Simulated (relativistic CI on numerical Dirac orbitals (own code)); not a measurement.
## Hyperfine structure of Bi XXX, mass number 209

Computed by Dirac-Coulomb-Breit CI, orbitals from a KLI potential per configuration, model QED (radiative potential, 1s self-energy scaled to tabulated hydrogen-like ionisation energies), unscaled Slater integrals (own radial code, finite nucleus).

Configuration list (outside the closed core [Ar] 3d10 4p6 4d10): 4s2 4f8, 4s2 4f7 5s, 4s2 4f6 5s2, 4s 4f9, 4f10. Levels of other configurations are missing.

Nuclear spin I = 9/2, μ = 4.092 μN, Q = -0.516 b (tables of Stone and Pyykkö). The electronic factors are computed for point nuclear moments, without core polarisation or the Bohr-Weisskopf and QED corrections.

```csv
Level,E (cm⁻¹),A (MHz),B (MHz)
4s2 4f8 7F_6,0.0,2481,-3910
4s2 4f8 7F_5,25836.4,1976,-1770
4s2 4f8 7F_3,37278.0,2149,668
4s2 4f8 7F_1,47591.1,2250,1110
4s2 4f8 7F_4,68842.7,2163,74.4
4s2 4f8 5L_10,74783.4,3757,430
```

Levels with J = 0, under 50 % of one LS term, or S terms without an open s electron are left out. Small factors come from cancelling terms and can be off by tens of per cent or more.

At this charge energies of transitions that change n are usually good to better than 1 %, and those within a shell (Δn = 0) to a few per cent. Terms inside the open d or f shell come out 10 to 20 % too wide with unscaled integrals.

(1) Give the hyperfine levels of 4s2 4f8 7F_6 relative to its centre of gravity.

Answers

(1) With K = F(F + 1) − I(I + 1) − J(J + 1), E = AK/2 + B[¾K(K + 1) − I(I + 1)J(J + 1)]/[2I(2I − 1)J(2J − 1)]: F = 3/2: -79710, F = 5/2: -73140, F = 7/2: -63990, F = 9/2: -52310, F = 11/2: -38180, F = 13/2: -21670, F = 15/2: -2871, F = 17/2: 18090, F = 19/2: 41100, F = 21/2: 66020 MHz.

LS names give the leading component of a level, which can be under half, so a name can repeat, a term be missing and a line seem to break the LS rules.
